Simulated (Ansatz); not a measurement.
Isolated molecules relaxed with PBE0-D4/def2-TZVP in Ansatz; ΔE leaves out vibrations. CBS: MP2 limit from def2 TZ/QZ plus the TZ coupled-cluster correction, frozen cores. Functionals use def2-TZVPP. HSE06 is defined as in plane-wave codes. For Ga outer-core shells are correlated without core-valence functions, which leaves a few kJ/mol of doubt a bond. Scalar relativity is left out up to krypton.

Reaction (redistribution): `[Cl][Ga-]1([Cl])[O]C=CC=[O+]1` + `[F][Ga]([F])[Cl]` → `[F][Ga]([Cl])[Cl]` + `[F][Ga-]1([Cl])[O]C=CC=[O+]1`

Is it downhill or uphill in electronic energy at CCSD(T)/CBS, and by how much? (Best estimate.)

The calculation gave: Downhill: ΔE = -7.5 kJ/mol.

What do these levels give: LDA (SPW92), revPBE-D4, r2SCAN0-D4, BHLYP-D4, HSE06, MP2/def2-SVP? (An estimate is asked.)

The calculation gave: LDA (SPW92) -8.7, revPBE-D4 -5.2, r2SCAN0-D4 -8.0, BHLYP-D4 -7.7, HSE06 -8.8, MP2/def2-SVP -6.9 kJ/mol.

What do rigid-rotor, harmonic-oscillator terms from PBE0-D4/def2-TZVP frequencies (298.15 K, 1 bar) make of the CCSD(T)/CBS value? (An estimate is asked.)

Ansatz gave: ΔZPE = +0.2 kJ/mol, ΔH = -7.5 kJ/mol, ΔS = 5 J/(mol·K), ΔG = -9.1 kJ/mol. Modes under 50 cm⁻¹ make the entropy rough.

Largest T1 diagnostic among the species: 0.017.

Leaving LDA and LC-ωPBE aside and taking each functional with its dispersion term where it has one, the values spread over 2.8 kJ/mol, from r2SCAN0-D4 to revPBE-D4. In def2-TZVPP, CCSD(T) changes the Hartree–Fock value by +3.9 kJ/mol (the triples alone add +0.7 kJ/mol) and MP2 by +6.1 kJ/mol.
